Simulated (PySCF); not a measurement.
GaCl, SMILES [Cl][Ga] (connectivity only; charge and spin as stated), neutral, multiplicity 1. Atoms are numbered in the order given.

```xyz
2

Ga     0.0000     0.0000    -0.7847
Cl     0.0000     0.0000     1.4309
```

The structure is a stationary point at PBE0-D3(BJ)/def2-TZVP.

The numbers are results of PBE0-D3(BJ)/def2-TZVP (PySCF), not measurements.

Frequencies are harmonic and unscaled.

Computed vibrational spectrum:
```json
[
 {"mode": "1", "ν (cm⁻¹)": "364", "IR (km/mol)": "94.6", "moving atoms (share of kinetic energy)": "Cl 66 %, Ga 34 %"}
]
```
